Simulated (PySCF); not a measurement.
Species: dimethylzinc, C2H6Zn (singlet state).
SMILES: `[CH3][Zn][CH3]`

Computed with MP2 and CCSD/aug-cc-pVDZ in PySCF, restricted Hartree–Fock reference, 7 core orbitals frozen, non-relativistic, gas phase, PBE0-D3(BJ)/def2-SVP geometry.

E(HF) = -1857.05716 Eh.

Task: How large is the problem?

Result: 159 basis functions and 48 electrons; 7 orbitals frozen, which leaves o = 17 correlated occupied and v = 135 virtual orbitals. That is o·v = 2295 singles and o·v(o·v + 1)/2 = 2634660 distinct closed-shell doubles amplitudes before symmetry; the costliest CCSD step grows as o²v⁴ = 9.6 × 10^10.

Task: What are the MP2 and CCSD correlation energies?

Result: MP2 -1.0145 Eh and CCSD -0.9670 Eh, which gives totals of -1858.07167 and -1858.02421 Eh. That is 0.774 eV for each correlated electron at CCSD (2539 kJ/mol in all, 0.052 % of the total energy); MP2 gives 104.9 % of the CCSD value.

Task: What is the T1 diagnostic?

Result: 0.0151, for which the customary limit of 0.02, set for main-group molecules, is no guide with a transition metal. It is the norm of the spatial-orbital singles amplitudes over the root of the number of correlated electrons, so the norm is 0.088.

Connected triples and the basis-set limit are missing.

The job also held the EOM ionisation roots. On Arm Neoverse V1, one thread, shared host with 32 logical CPUs at a one-minute load of 9.8, this took 8.7 min of wall time and 2.9 GiB of memory at its peak.
